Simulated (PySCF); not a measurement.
Compound: AlAsH6.
Bonds: Al1–As2. Hydrogens: H3, H4, H5 on Al1; H6, H7, H8 on As2.

Method: PySCF 2.14.0, PBE0-D3(BJ)/def2-SVP geometry optimisation, gas phase.

(1) How far are the bound atoms from Al1?

(2) List the angles at Al1.

(3) Describe the arrangement about Al1 in numbers.

(4) What are the other bond lengths?

(5) What are the rotational constants (commonest isotopes, rigid rotor)?

## Answers

(1) 4 atoms: H4 1.600 Å, H5 1.601 Å, H3 1.601 Å, As2 2.626 Å. The nearest atom not counted as bound is H8, at 3.62 Å (others tie with it).

(2) 
```
     angle  degrees  distance of the outer atoms (Å)
 H4–Al1–H5    118.9                             2.76
 H3–Al1–H4    118.8                             2.76
 H3–Al1–H5    118.8                             2.76
As2–Al1–H4     96.5                             3.23
As2–Al1–H3     96.3                             3.22
As2–Al1–H5     96.1                             3.22
```

(3) Angles from 96.1° to 118.9°; τ4 = (360° − α − β)/141° = 0.87 with α and β the two widest (0 for a square, 1 for a tetrahedron).

(4) As2–H6 1.510 Å; As2–H7 1.510 Å; As2–H8 1.510 Å.

(5) A = 39307, B = 3102, C = 3101 MHz: a prolate symmetric top.

Point group: C3v (every atom within 0.08 Å of its image). Charge 0, singlet. Not checked by PBE0-D3(BJ)/def2-SVP frequencies.
